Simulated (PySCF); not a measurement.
**Energy of N⁺ (nitrogen, charge +1) between two integer charges**

The 2p alpha orbital of [He] 2s2 2p2 is emptied in steps (occupation f), with all orbitals relaxed, ending at [He] 2s2 2p1. Calculation: PySCF 2.14, in aug-cc-pVTZ (5s4p3d2f, 46 functions); no relativity, point nucleus. The exact energy is a straight line in f; departures are measured from the line between the end points of the same method.

```json
{"f": "1", "UHF (eV)": "0.000", "LDA (eV)": "0.000", "PBE (eV)": "0.000", "PBE0 (eV)": "0.000", "r2SCAN (eV)": "0.000", "LC-wPBE (eV)": "0.000", "BHandHLYP (eV)": "0.000", "wB97X (eV)": "0.000", "MN15 (eV)": "0.000", "BLYP (eV)": "0.000"}
{"f": "0.8", "UHF (eV)": "0.183", "LDA (eV)": "-1.296", "PBE (eV)": "-1.264", "PBE0 (eV)": "-0.907", "r2SCAN (eV)": "-1.170", "LC-wPBE (eV)": "-0.449", "BHandHLYP (eV)": "-0.554", "wB97X (eV)": "-0.481", "MN15 (eV)": "-0.768", "BLYP (eV)": "-1.268"}
{"f": "0.6", "UHF (eV)": "0.267", "LDA (eV)": "-1.955", "PBE (eV)": "-1.901", "PBE0 (eV)": "-1.361", "r2SCAN (eV)": "-1.746", "LC-wPBE (eV)": "-0.673", "BHandHLYP (eV)": "-0.830", "wB97X (eV)": "-0.717", "MN15 (eV)": "-1.151", "BLYP (eV)": "-1.906"}
{"f": "0.4", "UHF (eV)": "0.261", "LDA (eV)": "-1.963", "PBE (eV)": "-1.902", "PBE0 (eV)": "-1.359", "r2SCAN (eV)": "-1.729", "LC-wPBE (eV)": "-0.668", "BHandHLYP (eV)": "-0.827", "wB97X (eV)": "-0.707", "MN15 (eV)": "-1.147", "BLYP (eV)": "-1.905"}
{"f": "0.2", "UHF (eV)": "0.170", "LDA (eV)": "-1.312", "PBE (eV)": "-1.265", "PBE0 (eV)": "-0.902", "r2SCAN (eV)": "-1.135", "LC-wPBE (eV)": "-0.439", "BHandHLYP (eV)": "-0.549", "wB97X (eV)": "-0.459", "MN15 (eV)": "-0.759", "BLYP (eV)": "-1.266"}
{"f": "0", "UHF (eV)": "0.000", "LDA (eV)": "0.000", "PBE (eV)": "0.000", "PBE0 (eV)": "0.000", "r2SCAN (eV)": "0.000", "LC-wPBE (eV)": "0.000", "BHandHLYP (eV)": "0.000", "wB97X (eV)": "0.000", "MN15 (eV)": "0.000", "BLYP (eV)": "0.000"}
```

**Question.** For wB97X, how does the orbital energy at f = 1 compare with the removal energy?

**Answer.** −ε = 26.733 eV against a total-energy difference of 29.738 eV. By Janak's theorem ε = ∂E/∂f, so the gap between them reflects the curvature. Along the path −ε is 27.942 (f = 0.8), 29.174 (f = 0.6), 30.395 (f = 0.4), 31.542 (f = 0.2) eV.

```csv
method,E(f=0) − E(f=1) (eV),−ε at f=1 (eV),−ε at f=0.4 (eV)
UHF,29.193,30.365,28.945
LDA,30.040,22.000,31.641
PBE,29.887,22.021,31.481
PBE0,29.898,24.238,31.050
r2SCAN,30.126,22.791,31.671
LC-wPBE,30.082,27.284,30.672
BHandHLYP,29.826,26.368,30.532
wB97X,29.738,26.733,30.395
MN15,29.673,24.878,30.660
BLYP,29.818,21.923,31.422
```

Reference removal energy between the ground levels: 29.601 eV (semi-empirical (NIST evaluation); NIST Atomic Spectra Database, ionization energies). The calculation has no spin-orbit coupling. UHF lacks correlation.
